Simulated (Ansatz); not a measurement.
Basis-set extrapolation for C3H7Al, SMILES `[CH3][Al]1[CH2][CH2]1` (PBE0-D4/def2-TZVP geometry, frozen core, the Gaussian-basis code of Ansatz). Multiplicity 1, RHF reference.

```json
{"": "HF", "def2-TZVPP": "-359.583313", "def2-QZVPP": "-359.595717"}
{"": "MP2 correlation", "def2-TZVPP": "-0.600351", "def2-QZVPP": "-0.638310"}
{"": "CCSD(T) correlation", "def2-TZVPP": "-0.667828", "def2-QZVPP": "not run"}
```

Energies in hartree. Use E(X) = E(∞) + A·exp(−7.88·√X) for Hartree–Fock and E(X) = E(∞) + B·X^(−2.97) for correlation, with X = 3 and 4, and add CCSD(T) minus MP2 of the smaller set to the MP2 limit.

Q: What is the CCSD(T) energy at the basis-set limit?

A: HF limit: -359.595717 + (-0.012404) × 0.13774 = -359.59743. MP2 limit: -0.638310 + (-0.037959) × 0.74074 = -0.66643. Higher-order term: -0.667828 − (-0.600351) = -0.06748. Total: -360.33134 hartree, 210.6 kJ/mol below CCSD(T)/def2-TZVPP.
